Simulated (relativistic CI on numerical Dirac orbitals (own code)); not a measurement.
## Nb30+: sensitivity of the levels to the model

Base calculation: Dirac-Coulomb-Breit CI, KLI orbitals optimised for each configuration, model QED, unscaled Slater integrals.

Configuration list (outside the closed core [Ne]): 3s, 3p, 3d, 4s, 4p, 4d, 4f, 5s, 5p, 5d, 5f, 5g, 6s, 6p, 6d. Levels of other configurations are missing.

Variants: (1) configuration mixing switched off; (2) Breit term removed. Shifts of the energy above 3s ²S1/2, in eV, for the lowest level and the first level of each name with at least 55 % of one term (blank where a level changes its place among those of its configuration and J or its character, or is not in the variant):

| Level | Base | Δ(1) | Δ(2) |
| --- | --- | --- | --- |
| 3s ²S1/2 | 0.00 | 0.00 | 0.00 |
| 3p ²P°1/2 | 67.97 | 0.00 | -0.47 |
| 3p ²P°3/2 | 91.86 | 0.00 | -0.03 |
| 3d ²D3/2 | 181.20 | 0.00 | +0.22 |
| 3d ²D5/2 | 186.04 | 0.00 | +0.51 |
| 4s ²S1/2 | 773.79 | -0.01 | +0.45 |
| 4p ²P°1/2 | 801.65 | -0.01 | +0.26 |
| 4p ²P°3/2 | 811.26 | -0.01 | +0.44 |
| 4d ²D3/2 | 844.79 | -0.01 | +0.55 |
| 4d ²D5/2 | 846.92 | -0.01 | +0.65 |
| 4f ²F°5/2 | 863.95 | -0.01 | +0.72 |
| 4f ²F°7/2 | 864.81 | -0.01 | +0.74 |
| 5s ²S1/2 | 1114.44 | -0.01 | +0.60 |
| 5p ²P°1/2 | 1128.41 | -0.01 | +0.50 |
| 5p ²P°3/2 | 1133.21 | -0.01 | +0.59 |
| 5d ²D3/2 | 1149.55 | -0.01 | +0.65 |
| 5d ²D5/2 | 1150.66 | -0.01 | +0.70 |
| 5f ²F°5/2 | 1159.10 | -0.01 | +0.73 |
| 5f ²F°7/2 | 1159.55 | -0.01 | +0.74 |
| 5g ²G7/2 | 1160.57 | -0.01 | +0.73 |
| 5g ²G9/2 | 1160.84 | -0.01 | +0.73 |
| 6s ²S1/2 | 1294.25 | -0.01 | +0.66 |

At this charge energies of transitions that change n are usually good to better than 1 %, and those within a shell (Δn = 0) to a few per cent.

Ionisation energy from the two ground configurations alone: base 1684.13 eV; Breit term removed 1684.87 eV. The NIST ASD value (semi-empirical) is 1684.97 eV.
